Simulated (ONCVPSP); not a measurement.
**Which setting gave this result? (hydrogen (H), ONCV)**

Base potential:

- Element: hydrogen (H)
- Generator: ONCVPSP 4.0.1
- Type: optimised norm-conserving Vanderbilt (ONCV)
- Functional: PW91
- Relativity: scalar-relativistic
- Frozen core: none
- Valence charge: 1
- Reference configuration: 1s1
- Partial waves: 1s: rc 1.20 bohr, ncon 3, nbas 7, qcut 5.8 1/bohr, 2 projectors, debl 1.4 Ha; p scattering state at 0.2 Ha: rc 1.15 bohr, ncon 4, nbas 9, qcut 7.5 1/bohr, local
- Local potential: the p channel
- Core correction: none

Cutoffs, loose and tight: the cutoffs (Ha) at which the residual kinetic energy of the hardest occupied pseudo-wave falls to 1 and 0.1 mHa per electron. They do not see the model core or the augmentation charge, which bear on the density cutoff. Test errors are all-electron minus pseudo excitation energies from the reference, over the configurations 1s0.5; variants that change the core or the reference have their own tests.

Only the scale of all radii (base = 1) is moved:

```tsv
scale of all radii (base = 1)	cutoff, loose	cutoff, tight	bound ghosts
0.83	15 Ha	67 Ha	none
0.89	14 Ha	39 Ha	none
0.99	12 Ha	19 Ha	none
1.08	11 Ha	16 Ha	none
1.32	9.9 Ha	13 Ha	none
```

Q: One more run gave cutoff, loose: 11 Ha; cutoff, tight: 14 Ha; bound ghosts: none. Which value of the scale of all radii (base = 1) was used?

A: 1.18. The tight cutoff moves one way along this sweep, from 67 Ha at 0.83 to 13 Ha at 1.32, which places the run between 1.08 and 1.32.
